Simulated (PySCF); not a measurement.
Ga(F)(Cl)(Me), SMILES [CH3][Ga]([F])[Cl] (CH3ClFGa) (B3LYP/def2-SVP optimised geometry):

```
7

Ga     0.047     0.257     0.000
F      1.805     0.257     0.000
Cl    -0.773     2.251     0.000
C     -0.958    -1.418     0.016
H     -1.805    -1.359    -0.682
H     -1.350    -1.588     1.031
H     -0.297    -2.251    -0.261
```

Method: PySCF with B3LYP/def2-TZVP.

Task: What are the frontier orbital energies and the dipole moment?

Result: HOMO-2 -9.24 eV, HOMO-1 -9.05 eV, HOMO -8.72 eV, LUMO -1.31 eV, LUMO+1 -1.22 eV; dipole moment 3.17 D.

On the same geometry PBE/def2-TZVP in PySCF gives HOMO-2 -8.04 eV, HOMO-1 -7.90 eV, HOMO -7.58 eV, LUMO -1.82 eV, LUMO+1 -1.78 eV; dipole moment 3.08 D.

Meta-Löwdin charges at B3LYP/def2-TZVP: Ga1 0.91, F2 -0.50, Cl3 -0.29, C4 -0.55, H5 0.14, H6 0.14, H7 0.14.
